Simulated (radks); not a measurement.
Question: These are the eigenvalues of the occupied orbitals of an atom or ion with whole-number occupations (eV). Method: Dirac Kohn-Sham, PBE, spin-unpolarised, spherical densities, finite nucleus; Fermi nuclear charge, rms radius of each element as measured or else 0.836 A^(1/3) + 0.57 fm; computed with a radial shooting solver on a logarithmic mesh with Libxc functionals.

| orbital | eigenvalue |
|---|---|
| 1s1/2 | -331.8799 |
| 2s1/2 | -56.1054 |

Which element is it, and in what charge state? The configuration may be excited. Open shells, if any, fill j = l - 1/2 first.

Answer: Z = 6, carbon, charge +3: C3+ in [He] 2s1. The 1s level, -12.196 hartree, gives Z - s = 4.9 by -(Z - s)^2/2, which with screening and relativity narrows Z to a few neighbours, and the depths must fix Z and the occupations together.
